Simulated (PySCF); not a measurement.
PySCF input for BH₃Se, SMILES B[SeH], PBE0/pcSseg-2. Geometry: PBE0-D3(BJ)/def2-TZVP.

```python
import numpy as np
from pyscf import gto, scf, dft
from pyscf.prop.nmr import rks as nmr

mol = gto.M(
    atom='''
    B     0.02521081   -1.56007254    0.00000000
    H    -1.02773424   -2.11627390    0.00000000
    H     1.06625725   -2.13453959    0.00000000
    Se   -0.04607968    0.33712339    0.00000000
    H     1.40213194    0.58898084    0.00000000
    ''',
    basis='pcSseg-2',
    charge=0,
    spin=0,
    max_memory=1600,
    verbose=3,
)
mf = dft.RKS(mol, xc='pbe0')
mf.grids.level = 3
mf.conv_tol = 1e-10
mf.max_cycle = 100
mf.kernel()
n = nmr.NMR(mf)
n.verbose = 2
n.max_cycle_cphf = 60
sigma = n.kernel()
print('atom   isotropic/ppm   span/ppm')
for i, s in enumerate(sigma):
    w = np.linalg.eigvalsh((s + s.T) / 2)
    print(f'{mol.atom_symbol(i):2s}{i + 1:3d} {w.mean():14.3f} {w[2] - w[0]:11.3f}')
```

It prints:

```
converged SCF energy = -2427.93559075265
atom   isotropic/ppm   span/ppm
B   1         19.340     207.890
H   2         23.606      12.689
H   3         23.371      13.920
Se  4       1546.993    1117.373
H   5         27.165      17.228
```

Self-consistency was reached.

Cost: about 30 core-seconds (a rough figure).
